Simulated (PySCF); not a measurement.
Z-matrix (Å, degrees):
```
Si
H 1 1.4855
H 1 1.4855 2 107.52
C 1 1.8712 2 112.42 3 124.23
H 4 1.0906 1 110.43 2 59.51
H 4 1.0906 5 107.76 1 -120.68
H 4 1.0912 5 108.65 6 -117.54
Si 1 2.3542 2 107.26 3 -115.03
O 8 1.5276 1 122.10 2 -122.61
H 8 1.4941 9 121.49 1 -179.98
```
Charge 0, multiplicity 1.

Question: Give the HOMO–LUMO gap, LUMO and HOMO at the level PySCF 2.14.0 with PBE-D3(BJ)/def2-TZVP // B3LYP-D3(BJ)/def2-TZVP.

Answer: 
```yaml
HOMO–LUMO gap: 3.10 eV
LUMO: -3.05 eV
HOMO: -6.15 eV
```
